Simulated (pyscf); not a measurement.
Optimised with ωB97X-D3(BJ)/def2-SVP in PySCF.

**Question.** What is the homolytic dissociation enthalpy (298 K, ωB97M-D3(BJ)/def2-TZVP) of the Ge–Ge bond of Cl–GeH(GeH₃)–GeH₃, to Cl–GeH•–GeH₃ + GeH₃•?

**Answer.** Ge–Ge to Cl–GeH•–GeH₃ + GeH₃•: 270.0 kJ/mol. The 7 functionals that were run give +249.8 (M06-2X) to +306.8 kJ/mol (ωB97X-D3(BJ)). Other isomers of Cl–GeH•–GeH₃ were not searched in full and may lie lower. Elements up to Kr have no core potential and no relativistic terms here.
